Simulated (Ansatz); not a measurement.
Input for Ansatz (a first-principles code): R-PBE0/def2-TZVPPD on H2Se (SMILES [SeH2]) with ghost functions, monomers drawn apart or pushed together. Files ending in .json are basis or fitting sets from the Basis Set Exchange.

Ansatz 0.2 input:
```yaml
crystal:
  periodic: [false, false, false]
  atoms:
    - {symbol: Se, position_ang: [-0.07326802, 0.02115114, 3.52541951]}
    - {symbol: H, position_ang: [0.34610623, 1.42313106, 3.38312222]}
    - {symbol: H, position_ang: [-1.46739765, 0.37301684, 3.21888086]}
basis:
  gaussian:
    orbitals: def2-TZVPPD.json
    ghost_atoms:
      - {symbol: Si, position_ang: [0.19509267, -0.00970973, 0.03556828]}
      - {symbol: H, position_ang: [-0.61411930, -1.17604210, 0.45011041]}
      - {symbol: H, position_ang: [-0.44401611, 1.23783362, 0.51022605]}
      - {symbol: H, position_ang: [0.27286745, 0.02523825, -1.44509722]}
      - {symbol: H, position_ang: [1.56163333, -0.11595340, 0.59032957]}
hamiltonian:
  xc: {name: PBE0}
scf: {lower_state_search: off}
```

Program output:

```
Functional definition: PBE0
[...]
these checks for a lower state are left out or cut short: stability, starts, cluster_reference, orbital_swaps, neighbouring_geometries, increment
integrals: 0.12 GiB planned
1081 factors; their error is unknown
mean field: 1.00 GiB planned
mean field evaluation 1: about -65373.8957 eV, gradient 8.4e0 eV
mean field evaluation 2: about -65374.0213 eV, gradient 4.4e0 eV
mean field evaluation 4: about -65374.0800 eV, gradient 1.3e-1 eV
mean field evaluation 8: about -65374.3682 eV, gradient 3.1e-1 eV
mean field evaluation 16: about -65374.3682 eV, gradient 2.0e-6 eV
mean field -65374.36822018 eV, -2402.4637197533 hartree, gradient 2.0e-6 eV, S^2 0.000000; 0 other end points of the search recorded, 0 dependent functions left out
reference -65374.36826157 eV, -2402.4637212742 hartree; 18, 18 occupied and 189, 189 virtual orbitals, 1081 factors
Total energy: -65374.36826157 eV, -2402.4637212742 hartree
Checks for a lower state left out: stability, starts, cluster_reference, orbital_swaps, neighbouring_geometries, increment
```

The calculation finished and met its thresholds.

Cost: about 2.0 core-seconds (a rough figure).
